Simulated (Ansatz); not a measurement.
`C[SiH](N)O[SiH3]` + CH₃OH → `CO[SiH](C)N` + `O[SiH3]`  (ligand exchange at the Si–O bond)

Calculated with Ansatz (gas phase, PBE0-D4/def2-TZVP geometries, no zero-point term in ΔE). CCSD(T)/CBS adds triple-zeta CCSD(T) − MP2 to the extrapolated MP2 energy (def2 sets, frozen cores). This one scheme is used for every species. DFT in def2-TZVPP. B3LYP here is the variant with VWN-RPA as its local correlation; programs differ in this. Each species was taken in one conformer, which may not be the lowest.

| level | ΔE (kcal/mol) | difference from CCSD(T)/CBS |
| --- | --- | --- |
| PBE-D4 | 4.3 | -0.7 |
| r2SCAN-D4 | 4.7 | -0.3 |
| PBE0-D4 | 4.9 | -0.1 |
| B3LYP-D4 | 5.1 | 0.1 |
| ωB97X-V | 4.7 | -0.3 |
| ωB97M-V | 4.6 | -0.4 |
| B2PLYP | 4.8 | -0.2 |
| PBE | 4.1 | -0.9 |
| r2SCAN | 4.7 | -0.3 |
| PBE0 | 4.7 | -0.3 |
| B3LYP | 4.8 | -0.2 |
| HF/def2-TZVPP | 6.3 | 1.3 |
| MP2/def2-TZVPP | 4.6 | -0.4 |
| SCS-MP2/def2-TZVPP | 5.0 | 0.0 |
| CCSD/def2-TZVPP | 5.2 | 0.2 |
| CCSD(T)/def2-TZVPP | 4.9 | -0.1 |
| HF/def2-QZVPP | 6.5 | 1.5 |
| MP2/def2-QZVPP | 4.8 | -0.2 |
| SCS-MP2/def2-QZVPP | 5.1 | 0.1 |
| HF/CBS(def2) | 6.5 | 1.5 |
| MP2/CBS(def2) | 4.7 | -0.3 |
| CCSD/CBS(def2) | 5.3 | 0.3 |
| CCSD(T)/CBS | 5.0 | 0 |

Largest T1 diagnostic among the species: 0.011.

In def2-TZVPP, CCSD(T) changes the Hartree–Fock value by −1.4 kcal/mol (the triples alone add −0.2 kcal/mol) and MP2 by −1.7 kcal/mol.
